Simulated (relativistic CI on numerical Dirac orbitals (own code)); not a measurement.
## How well does a small relativistic CI reproduce Mg?

Computed by Dirac-Coulomb-Breit CI, KLI orbitals optimised for each configuration, model QED (radiative potential, 1s self-energy scaled to tabulated hydrogen-like ionisation energies), valence Slater integrals scaled by 0.85, P86 correlation estimate, and configurations built on the next ion tied to the tabulated ionisation energy (semi-empirical) (own radial code, finite nucleus).

Configuration list (outside the closed core [Ne]): 3s2, 3s 3p, 3s 4s, 3s 3d, 3s 4p, 3s 5s, 3s 4d, 3s 5p, 3s 4f, 3s 6s, 3s 5d, 3s 6p, 3s 5f, 3p2, 3d2, 3p 4s, 3s 5g, 3p 3d, 4s2, 3d 4s. Levels of other configurations are missing.

```
Configuration  Term (tabulated)  J  Measured (cm⁻¹)  Computed  Error  Purity (%)
          3s2                1S  0              0.0         0      0          95
        3s 3p               3P°  0          21850.4     19562  -2288          99
        3s 3p               3P°  1          21870.5     19580  -2291          99
        3s 3p               3P°  2          21911.2     19616  -2295          99
        3s 3p               1P°  1          35051.3     33766  -1285          85
        3s 4s                3S  1          41197.4     40437   -761         100
        3s 4s                1S  0          43503.3     42557   -946          98
        3s 3d                1D  2          46403.1     45594   -809          82
        3s 4p               3P°  0          47841.1     47115   -726          99
        3s 4p               3P°  1          47844.4     47118   -726          99
        3s 4p               3P°  2          47851.2     47125   -727          99
        3s 3d                3D  2          47957.0     47095   -862         100
        3s 3d                3D  3          47957.0     47095   -862         100
        3s 3d                3D  1          47957.1     47095   -862         100
        3s 4p               1P°  1          49346.7     49585    238          85
        3s 5s                3S  1          51872.5     51571   -301         100
        3s 5s                1S  0          52556.2     52371   -185          97
        3s 4d                1D  2          53134.6     52667   -467          76
        3s 4d                3D  3          54192.3     53901   -291         100
        3s 4d                3D  2          54192.3     53901   -291         100
        3s 4d                3D  1          54192.3     53902   -291         100
        3s 5p               3P°  0          54248.8     54016   -232         100
        3s 5p               3P°  1          54250.1     54018   -232         100
        3s 5p               3P°  2          54252.7     54021   -232         100
        3s 4f               1F°  3          54676.4     54760     83          99
        3s 4f               3F°  2          54676.7     54761     84         100
        3s 4f               3F°  3          54676.7     54761     84          99
        3s 4f               3F°  4          54676.8     54761     84         100
        3s 5p               1P°  1          54706.5     54864    157          88
        3s 6s                3S  1          55891.8     55938     46         100
        3s 6s                1S  0          56186.9     56367    180          98
        3s 5d                1D  2          56308.4     56403     95          83
        3s 5d                3D  3          56968.2     57034     66         100
        3s 5d                3D  2          56968.2     57034     66         100
        3s 5d                3D  1          56968.3     57034     66         100
        3s 6p               3P°  0          57017.1     57135    118         100
        3s 6p               3P°  1          57017.7     57135    118         100
        3s 6p               3P°  2          57019.0     57137    118         100
        3s 5f               1F°  3          57204.2     57253     48         100
        3s 5f               3F°  2          57204.2     57253     49         100
        3s 5f               3F°  3          57204.3     57253     49         100
        3s 5f               3F°  4          57204.3     57253     49         100
        3s 6p               1P°  1          57215.0     57577    362          93
          3p2                3P  0          57812.8     55683  -2130          99
          3p2                3P  1          57833.4     55701  -2132          99
          3p2                3P  2          57873.9     55738  -2136          99
```

Measured levels from NIST Handbook of Basic Atomic Spectroscopic Data (Sansonetti and Martin, J. Phys. Chem. Ref. Data 34, 1559 (2005)); pairs were made by configuration, J and term (by order where the table uses no LS term), so strongly mixed levels may be paired wrongly.

Mean error by configuration (cm⁻¹): 3s 3p -2040; 3s 4s -853; 3s 3d -849; 3s 4p -485; 3s 5s -243; 3s 4d -335; 3s 5p -135; 3s 4f 84; 3s 6s 113; 3s 5d 73; 3s 6p 179; 3s 5f 49; 3p2 -2133. Over the excited levels the mean absolute error is 589 cm⁻¹ (45 of the 45 excited levels that our extract of the source holds in range could be paired), and the median relative error of those above 1,000 cm⁻¹ is 0.48 %.
